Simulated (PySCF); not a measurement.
Job for PySCF: R-B3LYP/LANL2DZ on GeH4O (SMILES [OH][GeH3]), a point of a bond scan (R = 4.164 Å).

```python
from pyscf import gto, scf, dft, mp
from pyscf.data.elements import chemcore

mol = gto.M(
    atom='''
    Ge   -0.32903929    0.06812490    0.07330265
    O     1.35705815   -0.35716009   -0.37168713
    H    -0.91088619   -0.53464486    4.15195880
    H    -1.18632723   -0.88517582   -0.76517759
    H    -0.60848715    1.54275960   -0.28108933
    H     2.01214474    0.17482329    0.09016316
    ''',
    basis='lanl2dz',
    ecp={'Ge': 'lanl2dz'},
    charge=0, spin=0, verbose=3, max_memory=1800)
mf = dft.RKS(mol, xc='b3lyp')
mf.conv_tol = 1e-8
mf.max_cycle = 100
mf.kernel()
if not mf.converged:
    mf = mf.newton().run(mf.mo_coeff, mf.mo_occ)
```

**Question.** Give the final energy of this run.

**Answer.** -81.2048 hartree.
